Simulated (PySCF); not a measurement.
Level of theory: delta-SCF UKS SCAN, pcX-2 on the ionised atom, pcseg-1 elsewhere, spin-free X2C (PySCF). Geometries: PBE0-D3(BJ)/def2-SVP; isolated species, one conformer each. Values against the vacuum level.

Question: Rank by computed C 1s binding energy, lowest first.
A. C1 in `[CH3:1][O:2][CH:3]1[CH2:4][CH2:5][CH2:6][CH2:7]1`
B. C5 in `[OH:1][CH2:2][CH:3]1[CH2:4][CH2:5][CH2:6][CH2:7]1`
C. C2 in `[CH3:1][CH2:2][Si@@:3]([SiH3:4])([PH2:5])[O:6][CH3:7]`

Answer: C (290.06 eV), B (290.36 eV), A (291.98 eV).

The highest is bonded to O and 3 H, the lowest to C, 2 H and Si; the range is 1.92 eV.

Question: Order these sites by rising O 1s binding energy.
A. Oxygen in `O(C1CCCC1)C`
B. Oxygen in `C1CCC(CO)C1`
C. Oxygen in `[SiH3][Si@@](CC)(OC)P`

Answer: C (537.73 eV), A (538.04 eV), B (538.57 eV).

The highest is bonded to C and H, the lowest to C and Si; the range is 0.84 eV.
